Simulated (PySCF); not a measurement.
Cl$_{5}$W (SMILES [Cl][W]([Cl])([Cl])([Cl])[Cl]), doublet, at a GFN2-xTB geometry (such geometries of metal compounds can be far from the true shape) (core potentials on W); HF/def2-SVP (PySCF).

Here is a job for PySCF.
```python
from pyscf import gto, scf

mol = gto.M(
    atom='''
W    -0.00000000    0.00000000   -0.00000000
Cl    1.84552708   -0.40817670   -1.16797303
Cl    0.96233500   -0.98148675    1.86360069
Cl   -0.96233500    0.98148675   -1.86360069
Cl   -1.63595757   -1.50250559    0.05347170
Cl   -0.20956952    1.91068230    1.11450133
''',
    basis='def2-svp',
    ecp={'W': 'def2-svp'},
    spin=1,
    verbose=5,
)

mf = scf.UHF(mol)
mf.kernel()
mo_i, mo_e, stable_i, stable_e = mf.stability(internal=True, external=True, return_status=True, nroots=6, tol=1e-6)
print('internally stable:', stable_i, ' externally stable:', stable_e)
if not stable_i:
    umf = mf.copy()
    umf.scf_summary = {}
    umf.kernel(umf.make_rdm1(mo_i, mf.mo_occ))
```

It wrote (shortened):

```
PySCF version 2.14.0

[INPUT] verbose = 5
[INPUT] max_memory = 4000
[INPUT] num. atoms = 6
[INPUT] num. electrons = 99
[INPUT] charge = 0
[INPUT] spin (= nelec alpha-beta = 2S) = 1
[INPUT] symmetry False subgroup None
[INPUT] Mole.unit = angstrom
[INPUT] Symbol           X                Y                Z      unit          X                Y                Z       unit  Magmom
[...]
[INPUT] ---------------- BASIS SET ----------------
[INPUT] l, kappa, [nprim/nctr], expnt,             c_1 c_2 ...
[INPUT] Cl
[...]
                                1571.7365221      0.014754727977
                                357.12065523      0.066679112875
                                100.25185935      0.17228924084
                                30.812727554      0.158837861
[...]
                                5.7045760975      0.60841752753
                                2.3508376809      0.54352153355
[...]
                                72.102015515      -0.063563355471
                                22.532680262      -0.24016428276
                                7.8991765444      -0.47798866557
                                2.8767268321      -0.38515850005
[...]
[INPUT] W
[...]
                                12                1.0014141748
[...]
                                6.084876          -0.66720686321
                                1.2523777812      0.52090351989
                                0.58569208922     0.51885687511
[...]
                                1.623745245       0.18452733732
                                0.69187452392     0.44121676843
                                0.27865835325     0.431584092415
[...]
nuclear repulsion = 716.987264589495
number of shells = 52
number of NR pGTOs = 237
number of NR cGTOs = 122
basis = def2-svp
ecp = {'W': 'def2-svp'}

******** <class 'pyscf.scf.uhf.UHF'> ********
method = UHF
initial guess = minao
damping factor = 0
level_shift factor = 0
DIIS = <class 'pyscf.scf.diis.CDIIS'>
diis_start_cycle = 1
diis_space = 8
diis_damp = 0
SCF conv_tol = 1e-09
SCF conv_tol_grad = None
SCF max_cycles = 50
direct_scf = True
direct_scf_tol = 1e-13
number electrons alpha = 50  beta = 49
Set gradient conv threshold to 3.16228e-05
Density of valence part of ANO basis will be used as initial guess for W
E1 = -4686.107312519547  E2 = 1618.7115679093188  Ecoul = 1762.102864204194  Exc = -143.39129629487525
init E= -2350.40848002073
cond(S) = 653.7006453568151

  alpha mo_energy =
[...]
converged SCF energy = -2363.33460299045  <S^2> = 0.76268186  2S+1 = 2.0126419
<class 'pyscf.scf.uhf.UHF'> wavefunction is stable in the internal stability analysis
<class 'pyscf.scf.uhf.UHF'> wavefunction is stable in the real -> complex stability analysis
[...]
 1.29378356e-01 1.33139417e-01]  max|de|= -0.00183  lindep= 0.765
[...]
davidson 15 16  |r|= 0.0633  e= [1.65360632e-07 7.56709797e-03 5.78364294e-02 5.79715076e-02
 1.26114362e-01 1.32604590e-01]  max|de|= -0.00326  lindep= 0.793
[...]
davidson 16 20  |r|= 0.0545  e= [6.21525287e-08 7.56709670e-03 5.78278963e-02 5.79714517e-02
 1.23695349e-01 1.32413049e-01]  max|de|= -0.00242  lindep= 0.783
davidson 17 23  |r|= 0.0412  e= [5.53965987e-08 7.56709626e-03 5.78266312e-02 5.79714458e-02
 1.22432605e-01 1.32337690e-01]  max|de|= -0.00126  lindep= 0.739
[...]
davidson 18 26  |r|= 0.0348  e= [5.42762788e-08 7.56709605e-03 5.78263332e-02 5.79714444e-02
 1.21580314e-01 1.32275928e-01]  max|de|= -0.000852  lindep= 0.776
davidson 19 28  |r|= 0.0152  e= [5.42287475e-08 7.56709600e-03 5.78263227e-02 5.79714443e-02
 1.21292928e-01 1.32253468e-01]  max|de|= -0.000287  lindep= 0.797
davidson 20 6  |r|= 0.0152  e= [5.42287463e-08 7.56709600e-03 5.78263227e-02 5.79714443e-02
 1.21292928e-01 1.32253468e-01]  max|de|= 1.53e-15  lindep= 0.999
davidson 21 8  |r|= 0.0129  e= [5.41790049e-08 7.56709581e-03 5.78263206e-02 5.79714443e-02
 1.21243111e-01 1.32248579e-01]  max|de|= -4.98e-05  lindep= 0.724
davidson 22 10  |r|= 0.0076  e= [5.41730828e-08 7.56709555e-03 5.78263198e-02 5.79714442e-02
 1.21219928e-01 1.32245641e-01]  max|de|= -2.32e-05  lindep= 0.743
davidson 23 12  |r|= 0.00517  e= [5.41663070e-08 7.56709519e-03 5.78263187e-02 5.79714439e-02
 1.21210430e-01 1.32244525e-01]  max|de|= -9.5e-06  lindep= 0.678
davidson 24 14  |r|= 0.00297  e= [5.41325955e-08 7.56709504e-03 5.78263169e-02 5.79714439e-02
 1.21206568e-01 1.32243973e-01]  max|de|= -3.86e-06  lindep= 0.66
[...]
davidson 25 16  |r|= 0.00169  e= [5.40695456e-08 7.56709501e-03 5.78263160e-02 5.79714438e-02
 1.21204600e-01 1.32243694e-01]  max|de|= -1.97e-06  lindep= 0.736
davidson 26 17  |r|= 0.00109  e= [5.40636293e-08 7.56709500e-03 5.78263153e-02 5.79714437e-02
 1.21203831e-01 1.32243665e-01]  max|de|= -7.69e-07  lindep= 0.696
[...]
converged 27 18  |r|= 0.000697  e= [5.40260664e-08 7.56709494e-03 5.78263147e-02 5.79714437e-02
 1.21203303e-01 1.32243639e-01]  max|de|= -5.28e-07
uhf_external: lowest eigs of H = [5.40260664e-08 7.56709494e-03 5.78263147e-02 5.79714437e-02
 1.21203303e-01 1.32243639e-01]
<class 'pyscf.scf.uhf.UHF'> wavefunction is stable in the UHF/UKS -> GHF/GKS stability analysis
internally stable: True  externally stable: True
```
